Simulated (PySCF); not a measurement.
Excitation energy of Au by level of theory

Au [Xe] 4f14 5d10 6s1 (2S) → Au [Xe] 4f14 5d9 6s2 (2D), as a difference of total energies. All numbers are calculated (PySCF 2.14, scalar relativity through the core potential, in aug-cc-pVTZ-PP with ECP60MDF (6s6p5d3f2g, 88 functions)). Correlated levels: valence: 5s2 5p6 frozen. The calculations carry no spin-orbit coupling.

```tsv
method	excitation energy (eV)
UHF	1.715
LDA	1.694
PBE	1.719
PBE0	1.800
r2SCAN	1.644
TPSSh	1.703
PW91	1.715
B97-3	1.790
BP86	1.684
MP2 (valence)	1.931
SCS-MP2 (valence)	1.805
```

Problem. How much does correlation contribute at MP2 (valence)?

Solution. 1.931 − (1.715) = 0.216 eV, measured against UHF.

Errors of the correlated levels include the incompleteness of this basis and the frozen core.

For comparison: 1.745 eV (measured; NIST levels, between the centres of gravity of the two terms).
